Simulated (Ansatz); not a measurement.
`CB(C)N` + HCl → `CB(N)Cl` + CH₄ at 500 K and 1 bar (ligand exchange at a B–C bond).

Gas-phase electronic energies from Ansatz, PBE0-D4/def2-TZVP geometries. CCSD(T)/CBS is the MP2 limit (def2-TZVPP, def2-QZVPP) plus CCSD(T) − MP2 in def2-TZVPP, frozen cores. This one scheme is used for every species. One conformer a species, not always the lowest.

```csv
species,CCSD(T)/CBS energy (Eh),H − E (kJ/mol),S (J/(mol·K))
`CB(C)N`,-160.48988,318.4,371.9
HCl,-460.38127,32.5,201.9
`CB(N)Cl`,-580.44617,219.9,357.6
CH₄,-40.46206,135.6,206.8
```

H − E and S are ideal-gas, rigid-rotor, harmonic terms from PBE0-D4/def2-TZVP, for one conformer and one mirror image of each species. 1 Eh = 2625.50 kJ/mol, R = 8.31446 J/(mol·K).

Q: By hand: ΔE, ΔH, ΔS and ΔG.

A: ΔE = (-580.44617) + (-40.46206) − (-160.48988) − (-460.38127) = -0.03708 Eh = -97.4 kJ/mol. Δ(H − E) = 219.9 + 135.6 − 318.4 − 32.5 = 4.6, so ΔH = -92.8 kJ/mol. ΔS = 357.6 + 206.8 − 371.9 − 201.9 = -9.4 J/(mol·K). ΔG = -92.8 − 500 × (-9.4)/1000 = -88.1 kJ/mol.

Q: By hand: the equilibrium constant, and the temperature at which ΔG would vanish if ΔH and ΔS stayed fixed.

A: log₁₀ K = −ΔG/(RT ln 10) = 9.2. ΔG = 0 at ΔH/ΔS = 9872 K, far beyond where these terms or the molecules hold.

The number of gas molecules stays the same, so ΔS is small and ΔH decides. A doubt of 5 kJ/mol in ΔE shifts log₁₀ K by 0.5 here. Other conformers and mirror images would add mixing entropy, several J/(mol·K) or more a flexible species. These are equilibria of isolated gas molecules and say nothing of rates. Largest T1 diagnostic: 0.010 (customary marks: 0.02 for closed shells, 0.045 for open ones).
